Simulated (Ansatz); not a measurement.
`BB(F)BF` + CH₃NH₂ → `BNC` + `FBBF`  (cleavage of the B–B bond)

Gas-phase electronic energies from Ansatz, PBE0-D4/def2-TZVP geometries. CCSD(T)/CBS is the MP2 limit (def2-TZVPP, def2-QZVPP) plus CCSD(T) − MP2 in def2-TZVPP, frozen cores. Functionals use def2-TZVPP. One conformer a species, not always the lowest.

Question: Is it downhill or uphill in electronic energy at CCSD(T)/CBS, and by how much? (Best estimate.)

Answer: The calculation gave: Downhill: ΔE = -1.88 eV.

Question: What do these levels give: CAM-B3LYP-D4, ωB97M-V, r2SCAN, LC-ωPBE, MP2/def2-TZVPP, HF/CBS(def2)? (An estimate is asked.)

Answer: Ansatz gave: CAM-B3LYP-D4 -1.92, ωB97M-V -1.90, r2SCAN -1.85, LC-ωPBE -1.84, MP2/def2-TZVPP -1.98, HF/CBS(def2) -1.84 eV.

Largest T1 diagnostic among the species: 0.014.

In def2-TZVPP, CCSD(T) changes the Hartree–Fock value by −0.06 eV (the triples alone add −0.02 eV) and MP2 by −0.14 eV. From BLYP to BHLYP (50 % exact exchange), in def2-TZVPP and without D4, ΔE moves by −0.03 eV.
